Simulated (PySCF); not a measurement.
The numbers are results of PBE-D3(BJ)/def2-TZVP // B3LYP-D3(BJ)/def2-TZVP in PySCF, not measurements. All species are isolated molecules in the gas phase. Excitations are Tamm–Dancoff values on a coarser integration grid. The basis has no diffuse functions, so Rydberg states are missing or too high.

Reference species (SMILES): `[Cl][Ge]([Cl])([Cl])[Cl]` (neutral, multiplicity 1).

The HOMO–LUMO gap is 4.78 eV and the S1 oscillator strength comes out as 0.000. The S1 excitation (TDA) is 4.93 eV. The LUMO is -3.42 eV.

After one change: the HOMO–LUMO gap increases by 0.28 eV; the S1 oscillator strength stays essentially unchanged; the S1 excitation (TDA) rises by 0.31 eV; the LUMO increases by 0.14 eV.

Task: Which change was made? The new species is one of these.
A. `[F][Ge]([Cl])([Cl])[Cl]`
B. `[F][Ge]([F])([F])[Cl]`
C. `[F][Ge]([F])([F])[F]`
D. `[F][Ge]([F])([Cl])[Cl]`

Result: A, `[F][Ge]([Cl])([Cl])[Cl]`
